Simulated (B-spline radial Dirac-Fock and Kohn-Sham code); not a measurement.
## Ir: computed levels beside tabulated edges

The computed values come from a radial atomic solver: relaxed Dirac-Fock hole states (ΔSCF) with Breit and QED corrections and a finite nucleus. The model has no electron correlation.

Input file task.json (cfg lists n, l and occupation; rrms is the nuclear radius in fm):

```json
{"items": [{
  "Z": 77,
  "q": 0,
  "cfg": [[1, 0, 2], [2, 0, 2], [2, 1, 6], [3, 0, 2], [3, 1, 6], [3, 2, 10], [4, 0, 2], [4, 1, 6], [4, 2, 10], [4, 3, 14], [5, 0, 2], [5, 1, 6], [5, 2, 7], [6, 0, 2]],
  "A": 193,
  "rrms": 5.4032,
  "do": ["binding"],
  "screen": [5, 2]
}]}
```

Launch: `python xray_run.py task.json out`

Two models are given for 1s2 2s2 2p6 3s2 3p6 3d10 4s2 4p6 4d10 4f14 5s2 5p6 5d7 6s2. In the first the electron is removed to infinity. In the second it is placed in the 5d shell, so that the atom stays neutral; this mimics a hole screened by valence charge, or the onset of absorption below the ionisation limit. The tabulated edges (Elam, Ravel and Sieber, Radiat. Phys. Chem. 63, 121 (2002)) refer to the element in its standard state, with the Fermi level as zero for a metal.

| level | ionised (eV) | screened (eV) | tabulated (eV) |
| --- | --- | --- | --- |
| K (1s) | 76118.1 | 76106.1 | 76111.0 |
| L1 (2s) | 13437.0 | 13424.9 | 13419.0 |
| L2 (2p1/2) | 12835.7 | 12823.6 | 12824.0 |
| L3 (2p3/2) | 11226.5 | 11214.4 | 11215.0 |
| M1 (3s) | 3190.6 | 3178.5 | 3174.0 |
| M2 (3p1/2) | 2923.9 | 2911.8 | 2909.0 |
| M3 (3p3/2) | 2567.4 | 2555.4 | 2551.0 |
| N1 (4s) | 708.2 | 696.1 | 691.1 |
| N2 (4p1/2) | 595.2 | 583.2 | 577.8 |
| N3 (4p3/2) | 510.7 | 498.7 | 495.8 |
| N6 (4f5/2) | 72.75 | 60.77 | 63.80 |
| N7 (4f7/2) | 69.76 | 57.78 | 60.80 |
| O1 (5s) | 110.9 | 99.08 | 95.20 |
| O2 (5p1/2) | 73.24 | 61.84 | 63.00 |
| O3 (5p3/2) | 59.76 | 48.49 | 48.00 |

Q: Which of the two models lies closer to the table on average?

A: The screened model lies closer: the mean absolute deviations are 13.4 eV (ionised) and 3.2 eV (screened). Screening lowers the levels by 11.9 eV on average.
